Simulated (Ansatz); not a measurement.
Basis sets compared for the cluster Si₃Se₃⁻ (the lowest doublet isomer of a short search). Total charge -1; doublet. Geometry PBE-D4/def2-SVPD. Ansatz on 4 threads of AMD EPYC 7B13 on a shared host; times are rough, and most runs start from earlier orbitals.

Cartesian coordinates in Å:
```
Si -1.8925 0.5138 0.6628
Si 1.9318 0.1408 1.7036
Si -0.4959 -0.2128 -1.0673
Se -1.0707 -0.6832 -3.1059
Se -0.2525 0.6961 2.3223
Se 1.7797 -0.4548 -0.5155
```

The structure comes from a short search, and lower isomers may exist.

| level | functions | energy (Eh) | HOMO (eV) | LUMO (eV) | wall time |
| --- | --- | --- | --- | --- | --- |
| PBE-D4/def2-SVPD | 195 | -8070.7189 | -0.97 | -0.37 | 5.5 s |
| PBE0-D4/def2-SVPD | 195 | -8071.0095 | -1.73 | 0.30 | 13 s |

Task: Estimate the rows for PBE-D4/def2-TZVPD, PBE0-D4/def2-TZVPD.

Result: 
| level | functions | energy (Eh) | HOMO (eV) | LUMO (eV) | wall time |
| --- | --- | --- | --- | --- | --- |
| PBE-D4/def2-TZVPD | 300 | -8071.8881 | -0.97 | -0.36 | 11 s |
| PBE0-D4/def2-TZVPD | 300 | -8072.1773 | -1.72 | 0.32 | 22 s |
